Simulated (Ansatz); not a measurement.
Zn₁₃H₃₀Se₁₃. Charge 0, multiplicity 1. Geometry PBE-D4/def2-SVP; atoms count from 1.

Cartesian coordinates in Å:
```
Zn -2.0642 -2.0120 -1.8467
Zn -2.9860 2.8618 -2.9866
Zn -4.6774 1.0779 -1.7926
Zn -2.6634 -1.0396 1.8815
Zn -2.9556 3.3540 0.5081
Zn 1.6210 -0.4948 -4.1703
Zn 2.2058 -3.7840 -2.6590
Zn 0.3798 -3.2775 0.9154
Zn 4.1696 -1.9392 -2.2019
Zn 0.5330 0.7745 -0.1161
Zn 0.5482 1.6034 4.8119
Zn 3.0537 -0.3605 3.2856
Zn -0.1052 -1.0418 5.0157
Se -2.5876 0.1803 -3.1081
Se 0.1765 -2.3081 -3.2306
Se 0.1090 1.6512 -4.5614
Se -0.8274 -1.2049 0.1808
Se -1.0056 2.5524 -1.0116
Se -3.7949 1.0002 0.6233
Se -1.6688 0.5649 3.6446
Se -1.4441 3.8035 2.6427
Se 2.3351 0.1430 -1.7543
Se 2.6963 -3.0137 -0.1948
Se 1.2713 -2.1079 3.1204
Se 4.6618 -0.6132 1.1893
Se 1.4467 1.3428 2.1581
H -3.0926 -3.1796 -1.9186
H -2.4485 3.7199 -4.1624
H -6.0655 0.4708 -2.1622
H -4.2454 2.7723 -1.9201
H -3.6097 -2.1811 2.3588
H -3.7433 4.6614 0.1619
H 2.6843 -0.5788 -5.3154
H 2.1852 -5.3188 -2.9334
H 3.2873 -2.6310 -3.4172
H -0.2171 -4.7076 1.0730
H 5.6113 -1.4744 -1.8645
H 0.5078 3.0983 5.2261
H 3.9050 0.0587 4.5303
H -0.7769 -1.9214 6.1142
H 1.1555 0.1438 5.2948
H -3.5322 -0.3702 -4.1133
H -0.2063 -3.0147 -4.4780
H -0.5906 1.1785 -5.7824
H 1.2155 2.2080 -5.4004
H -0.1644 3.7646 -1.1699
H -5.1012 1.2182 1.2926
H -2.6897 0.3771 4.7066
H -2.5398 3.9361 3.6352
H -1.5381 5.2637 2.3305
H 3.1523 1.3677 -1.9405
H 3.2164 -4.3804 0.0645
H 1.8831 -3.1865 3.9353
H 5.3976 -1.8183 1.6474
H 5.6381 0.2662 1.9050
H 2.2944 2.5444 1.9586
```

Single mean-field runs in def2-SVP are fitted with def2-universal-jkfit.

Q: Estimate the Mulliken populations of the heavy atoms from the PBE0/def2-SVP orbitals of Ansatz.

A: 
| atom | charge (e) | d electrons |
| --- | --- | --- |
| Zn1 | 0.43 | 9.94 |
| Zn2 | 0.36 | 9.93 |
| Zn3 | 0.31 | 9.93 |
| Zn4 | 0.43 | 9.94 |
| Zn5 | 0.36 | 9.94 |
| Zn6 | 0.36 | 9.94 |
| Zn7 | 0.31 | 9.93 |
| Zn8 | 0.43 | 9.94 |
| Zn9 | 0.36 | 9.93 |
| Zn10 | 0.59 | 9.95 |
| Zn11 | 0.36 | 9.93 |
| Zn12 | 0.36 | 9.94 |
| Zn13 | 0.31 | 9.93 |
| Se14 | -0.44 | – |
| Se15 | -0.37 | – |
| Se16 | -0.04 | – |
| Se17 | -0.65 | – |
| Se18 | -0.41 | – |
| Se19 | -0.37 | – |
| Se20 | -0.44 | – |
| Se21 | -0.04 | – |
| Se22 | -0.41 | – |
| Se23 | -0.44 | – |
| Se24 | -0.37 | – |
| Se25 | -0.04 | – |
| Se26 | -0.41 | – |
Mulliken values depend strongly on the basis.

Q: And the Mayer bond orders between heavy atoms (over 0.3)?

A: Zn1–Se14 0.40 (2.58 Å); Zn1–Se15 0.32 (2.65 Å); Zn1–Se17 0.47 (2.51 Å); Zn3–Se14 0.38 (2.63 Å); Zn3–Se19 0.41 (2.57 Å); Zn4–Se17 0.47 (2.51 Å); Zn4–Se19 0.32 (2.65 Å); Zn4–Se20 0.40 (2.58 Å); Zn5–Se18 0.39 (2.60 Å); Zn5–Se19 0.53 (2.50 Å); Zn5–Se21 0.37 (2.65 Å); Zn6–Se15 0.53 (2.50 Å); Zn6–Se16 0.37 (2.65 Å); Zn6–Se22 0.39 (2.60 Å); Zn7–Se15 0.41 (2.57 Å); Zn7–Se23 0.38 (2.63 Å); Zn8–Se17 0.47 (2.51 Å); Zn8–Se23 0.40 (2.58 Å); Zn8–Se24 0.32 (2.65 Å); Zn10–Se17 0.64 (2.42 Å); Zn10–Se18 0.53 (2.52 Å); Zn10–Se22 0.53 (2.52 Å); Zn10–Se26 0.53 (2.52 Å); Zn12–Se24 0.53 (2.50 Å); Zn12–Se25 0.37 (2.65 Å); Zn12–Se26 0.39 (2.60 Å); Zn13–Se20 0.38 (2.63 Å); Zn13–Se24 0.41 (2.57 Å).
